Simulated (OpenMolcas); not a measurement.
Tc4+: moving or changing the point charges

Tc4+ among 6 point charges of -1.7 e arranged as an octahedron (Oh), 2 Å from the ion.

| Item | Value |
| --- | --- |
| Program | OpenMolcas 26.06 |
| Method | CASSCF |
| Basis | ANO-RCC-VTZP [7s6p4d2f1g] |
| Scalar Hamiltonian | DKH2, point nucleus |
| Active space | 3 electrons in 5 orbitals (4d) |
| State averaging | 2S+1 = 4 even, 10 roots; 2S+1 = 2 even, 40 roots |
| Spin-orbit coupling | RASSI with atomic mean-field integrals over the reference wave functions |

Runs around this geometry, states (labels of O, the rotations of Oh). Energies in cm-1 above the lowest state or level, χT in cm3 K/mol; 10Dq and B are least-squares fits to the states below 45000 cm-1, weighted by degeneracy, with a free offset, and given where the rms deviation is under 5 % of |10Dq| (or 100 cm-1) and under 700 cm-1.

```json
{"R (Å)": "2", "q (e)": "-1.36", "Ground state": "4A2", "First state of that spin": "4T2 6289", "10Dq": "6498", "B (rms of fit)": "901 (96)", "First gap with spin-orbit (degeneracies)": "6124 (4, 2)", "χT at 300 K": "1.182", "First state of another spin": "2E 16703"}
{"R (Å)": "1.91", "q (e)": "-1.7", "Ground state": "4A2", "First state of that spin": "4T2 9712", "10Dq": "10037", "B (rms of fit)": "891 (140)", "First gap with spin-orbit (degeneracies)": "9465 (4, 2)", "χT at 300 K": "1.402", "First state of another spin": "2E 16880"}
{"R (Å)": "2", "q (e)": "-1.7", "Ground state": "4A2", "First state of that spin": "4T2 7800", "10Dq": "8065", "B (rms of fit)": "900 (118)", "First gap with spin-orbit (degeneracies)": "7591 (4, 2)", "χT at 300 K": "1.299", "First state of another spin": "2E 16809"}
{"R (Å)": "2.23", "q (e)": "-1.7", "Ground state": "4A2", "First state of that spin": "4T2 4621", "10Dq": "4778", "B (rms of fit)": "902 (79)", "First gap with spin-orbit (degeneracies)": "4509 (4, 4)", "χT at 300 K": "0.994", "First state of another spin": "2E 16549"}
```

Taking |10Dq| as R^-n, n = -ln(4778 / 10037) / ln(2.23 / 1.91) = 4.8 between the shortest and longest distance. The point-charge formula for a cubic d site gives n = 5.

Scaling the charges by -1.36 / -1.7 = 0.80 scales |10Dq| by 6498 / 8065 = 0.81; with fixed orbitals a first-order splitting would follow the charge.

Without dynamic correlation the repulsion within the d shell is too large (B by tens of per cent), so at a given field states of lower spin stand too high. This field is weak: 10Dq is about 6498 cm-1, while octahedral complexes of 4d ions of charge 3 and more, computed by the same method with explicit ligands, had a median near 25000 cm-1. Ground spin and moment need not be those of a real site (figures for R = 2, q = -1.36; the like holds for R = 1.91, q = -1.7, R = 2, q = -1.7, R = 2.23, q = -1.7). Point charges carry no covalency, so the field is a model and not that of real ligands. No measured value stands beside these numbers.
